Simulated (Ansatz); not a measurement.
Reaction (substitution at a C–C bond): `CC(=O)C(C(C)=O)C(C)C` + `CB(C)N` → `CNB(C)C` + `CCC(C(C)=O)C(C)=O`

Calculated with Ansatz (gas phase, PBE0-D4/def2-TZVP geometries, no zero-point term in ΔE). CBS: MP2 limit from def2 TZ/QZ plus the TZ coupled-cluster correction, frozen cores. Functionals use def2-TZVPP. B3LYP here is the variant with VWN-RPA as its local correlation; programs differ in this. One conformer a species, not always the lowest.

`CC(=O)C(C(C)=O)C(C)C`:

```xyz
24

C     0.010    1.847   -1.656
C     0.941    1.225   -0.657
O     2.080    1.594   -0.517
C     0.377    0.120    0.239
C    -0.459    0.838    1.295
C     0.246    1.159    2.578
O    -1.603    1.153    1.081
C    -0.419   -0.952   -0.511
C    -0.957   -1.995    0.459
C     0.446   -1.617   -1.573
H    -0.185    1.144   -2.470
H    -0.954    2.071   -1.193
H     0.464    2.748   -2.064
H     1.247   -0.332    0.726
H    -0.374    1.796    3.206
H     1.205    1.640    2.366
H     0.472    0.227    3.105
H    -1.272   -0.460   -0.988
H    -1.509   -2.770   -0.079
H    -0.138   -2.486    0.994
H    -1.635   -1.555    1.192
H     1.297   -2.127   -1.112
H     0.848   -0.904   -2.296
H    -0.129   -2.364   -2.126
```

`CB(C)N`:

Cartesian coordinates in Å:
```
C -1.226 0.619 -0.587
B 0.153 0.016 -0.112
C 0.277 -0.719 1.279
N 1.278 0.134 -0.933
H -1.190 1.103 -1.567
H -1.993 -0.161 -0.629
H -1.593 1.356 0.135
H -0.418 -1.564 1.333
H 1.279 -1.098 1.498
H -0.010 -0.048 2.096
H 1.259 0.592 -1.829
H 2.182 -0.230 -0.684
```

`CNB(C)C`:

Cartesian coordinates in Å:
```
C 0.766 1.947 0.374
N -0.307 1.015 0.131
B -0.260 -0.367 -0.084
C 1.091 -1.183 -0.094
C -1.625 -1.129 -0.320
H 0.794 2.735 -0.386
H 0.670 2.428 1.353
H 1.722 1.429 0.351
H -1.217 1.450 0.124
H 2.006 -0.602 0.028
H 1.182 -1.747 -1.029
H 1.073 -1.937 0.701
H -2.509 -0.484 -0.289
H -1.764 -1.916 0.429
H -1.622 -1.640 -1.288
```

`CCC(C(C)=O)C(C)=O`:

```xyz
21

C     0.416    1.791   -1.684
C     0.719    0.382   -1.203
C     0.344    0.167    0.257
C    -1.156    0.267    0.543
C    -2.086   -0.401   -0.426
O    -1.550    0.826    1.536
C     0.766   -1.214    0.758
C     1.143   -1.296    2.206
O     0.766   -2.170    0.024
H     0.957    2.534   -1.092
H    -0.648    2.030   -1.607
H     0.708    1.919   -2.728
H     0.213   -0.362   -1.821
H     1.788    0.176   -1.314
H     0.810    0.922    0.896
H    -1.725   -1.402   -0.677
H    -3.085   -0.447    0.002
H    -2.122    0.166   -1.360
H     0.401   -0.777    2.819
H     1.245   -2.334    2.515
H     2.094   -0.775    2.357
```

(1) Is it downhill or uphill in electronic energy at CCSD(T)/CBS, and by how much? (An estimate is asked.)

(2) What do these levels give: r2SCAN-D4, PBE0-D4, B3LYP-D4, ωB97X-V, ωB97M-V, r2SCAN, HF/def2-TZVPP, MP2/def2-TZVPP, SCS-MP2/def2-TZVPP, CCSD(T)/def2-TZVPP, SCS-MP2/def2-QZVPP, CCSD/CBS(def2)? (Estimate.)

Largest T1 diagnostic among the species: 0.014.

Results:

(1) Computed: Uphill: ΔE = +10.4 kcal/mol.

(2) Ansatz gave: r2SCAN-D4 9.9, PBE0-D4 9.2, B3LYP-D4 8.8, ωB97X-V 9.6, ωB97M-V 10.2, r2SCAN 9.6, HF/def2-TZVPP 7.9, MP2/def2-TZVPP 11.3, SCS-MP2/def2-TZVPP 10.2, CCSD(T)/def2-TZVPP 10.2, SCS-MP2/def2-QZVPP 10.3, CCSD/CBS(def2) 10.1 kcal/mol.

The D4 term adds +1.4 kcal/mol with B3LYP and +0.8 kcal/mol with PBE0; it sums over pairs of atoms, weighted by their polarisabilities, and B3LYP, whose exchange is more repulsive, gets the larger term. In def2-TZVPP, CCSD(T) changes the Hartree–Fock value by +2.4 kcal/mol (the triples alone add +0.3 kcal/mol) and MP2 by +3.5 kcal/mol.
